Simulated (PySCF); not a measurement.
**Cr (chromium, neutral) across methods**

[Ar] 3d5 4p1, high-spin 7P determinant (an excited configuration). All numbers are calculated (PySCF 2.14, the spin-free X2C one-electron Hamiltonian (Gaussian nucleus), in aug-cc-pwCVTZ-DK with one added diffuse shell each of s, p, d, f, g type (11s10p8d5f4g, 152 functions)).

| method | E (hartree) | mean ε 3p β (eV) | mean ε 3d α (eV) | mean ε 4p α (eV) | Σ⟨r²⟩ (bohr²) | ⟨S²⟩ |
| --- | --- | --- | --- | --- | --- | --- |
| LDA | -1048.367 | -43.378 | -5.249 | -2.089 | 48.72 | 12.000 |
| UHF | -1049.55672 | -52.197 | -11.854 | -3.398 | 53.78 | 12.000 |
| PBE0 | -1050.468 | -46.268 | -7.126 | -2.545 | 49.28 | 12.000 |
| PBE | -1050.449 | -43.231 | -5.050 | -2.068 | 49.52 | 12.000 |
